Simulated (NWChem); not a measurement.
# C$_{4}$H$_{5}$O$_{2}$, doublet; SMILES CC(=O)C=[C]O

```xyz
11

C      1.4239     0.6327     0.0018
C     -0.0413     0.9950     0.0009
O     -0.4148     2.1472    -0.0001
C     -1.0437    -0.1044     0.0010
C     -0.7981    -1.4134    -0.0002
O      0.3037    -2.1270    -0.0002
H      1.6748     0.0216     0.8821
H      2.0162     1.5557     0.0062
H      1.6770     0.0289    -0.8830
H     -2.0847     0.2287     0.0012
H      0.0973    -3.0704    -0.0035
```
Atoms are numbered in this order, from 1.

All runs: NWChem. Pople sets run with spherical d functions. Spin-unrestricted. Spin-contaminated determinants: UHF/6-31G* (<S²> = 1.01). Coordinates come from a PBE0/def2-SVP, spin-unrestricted optimisation. No frequency run checked for a minimum. No stability test was run on the SCF state. Atomic charges in e: unrestrained fits to the electrostatic potential beside Mulliken populations; buried atoms are poorly determined by the fit.

### Question
Estimate the computed values for UHF/6-31G*. Quantities: ESP C1; Mulliken C1; ESP C2; Mulliken C2; ESP O3; Mulliken O3; ESP C4; Mulliken C4; ESP C5; Mulliken C5; relative RMS misfit of the potential (%).

### Answer
* **ESP C1**: -0.18
* **Mulliken C1**: -0.59
* **ESP C2**: 0.77
* **Mulliken C2**: 0.55
* **ESP O3**: -0.59
* **Mulliken O3**: -0.54
* **ESP C4**: -0.45
* **Mulliken C4**: -0.37
* **ESP C5**: 0.20
* **Mulliken C5**: 0.36
* **relative RMS misfit of the potential (%)**: 21
